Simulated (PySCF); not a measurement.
# Polarisability and C₆ of Mn (manganese, neutral)

[Ar] 3d5 4s2, high-spin 6S determinant. Calculation: PySCF 2.14, in aug-cc-pVTZ with one added diffuse shell each of s, p, d, f, g type (9s8p6d4f3g, 118 functions); the non-relativistic Hamiltonian (point nucleus). Coupled (time-dependent) response in atomic units; α is the mean over directions.

```json
{"method": "B3LYP", "mean α (bohr³)": "71.27", "C₆ (like pair)": "675.4", "S(−4)": "2793"}
```

S(−4) is the Cauchy moment in α(ω) = α(0) + S(−4) ω² + …

Reference α: 68 ± 9 bohr³ (recommended; Schwerdtfeger and Nagle, table of static dipole polarizabilities (2023 update)). Published C₆: 552.0 (Chu and Dalgarno (2004); Tang, Norbeck and Certain (1976)).

α(iu) at B3LYP:

| u (hartree) | α(iu) (bohr³) |
| --- | --- |
| 0 | 71.27 |
| 0.0500 | 65.04 |
| 0.100 | 52.17 |
| 0.200 | 30.66 |
| 0.300 | 19.24 |
| 0.500 | 9.812 |
| 0.750 | 5.681 |
| 1.00 | 3.882 |
| 1.50 | 2.283 |
| 2.00 | 1.556 |
| 3.00 | 0.8820 |
| 5.00 | 0.4042 |
